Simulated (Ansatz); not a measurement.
1-ethyl-3-methylimidazolium hexafluorophosphate, `CCn1cc[n+](C)c1.F[P-](F)(F)(F)(F)F` was relaxed with r2SCAN-D4 (def2-SVP) in Ansatz in these states: charge -1 doublet, neutral singlet. The geometries follow in no particular order.

A:

Cartesian coordinates in Å:
```
C -1.2243 -1.0815 -2.2125
C -1.5494 -1.5274 -0.7964
N -0.3762 -1.4219 0.0845
C 0.8183 -2.0945 -0.0790
C 1.7002 -1.5648 0.8214
N 1.0243 -0.5854 1.5200
C 1.6327 0.4016 2.4039
C -0.2228 -0.5069 1.0450
H -2.1383 -1.1352 -2.8223
H -0.4676 -1.7304 -2.6801
H -0.8647 -0.0437 -2.2112
H -2.3194 -0.8788 -0.3593
H -1.9022 -2.5710 -0.7567
H 0.9398 -2.8896 -0.8102
H 2.7413 -1.8027 1.0244
H 2.4795 -0.0626 2.9246
H 0.8884 0.7461 3.1311
H 1.9533 1.2624 1.8002
H -0.9513 0.2536 1.3180
F -1.5791 1.4256 -0.4267
P -0.3083 2.5013 -0.4961
F 0.7146 1.1988 -0.6685
F -0.1574 2.3265 1.1493
F -0.4658 2.5662 -2.1061
F 0.9671 3.4901 -0.5137
F -1.3329 3.7245 -0.2835
```

B:

```xyz
26

C    -0.148    0.564   -2.342
C     0.689   -0.705   -2.187
N     1.523   -0.723   -0.997
C     2.532    0.217   -0.779
C     2.614    0.478    0.554
N     1.670   -0.289    1.229
C     1.006    0.158    2.434
C     0.974   -1.081    0.272
H    -0.797    0.493   -3.231
H     0.501    1.448   -2.457
H    -0.790    0.708   -1.461
H     0.025   -1.584   -2.124
H     1.340   -0.854   -3.070
H     3.161    0.575   -1.595
H     3.325    1.103    1.095
H     1.751    0.585    3.127
H     0.518   -0.702    2.918
H     0.214    0.901    2.222
H    -0.117   -1.142    0.360
F    -2.286   -0.907   -0.395
P    -2.870   -0.021    0.866
F    -1.616    1.036    0.675
F    -1.943   -0.905    1.895
F    -3.761    0.863   -0.175
F    -3.421    0.864    2.118
F    -4.093   -1.080    1.049
```

Task: Judge from the bond lengths which geometry belongs to which state (an estimate).

Result: A is the neutral singlet (N3–C8 1.335 Å, N6–C8 1.337 Å, P21–F26 1.610 Å); B is the charge -1 doublet (N3–C8 1.428 Å, N6–C8 1.424 Å, P21–F26 1.629 Å).

At r2SCAN-D4/def2-SVP the highest occupied level of the relaxed charge -1 doublet lies above zero (up to 1.30 eV). By energy differences its removal costs 0.18 eV (each at its own geometry, to the charge 0 singlet, at PBE0-D4/def2-SVP).
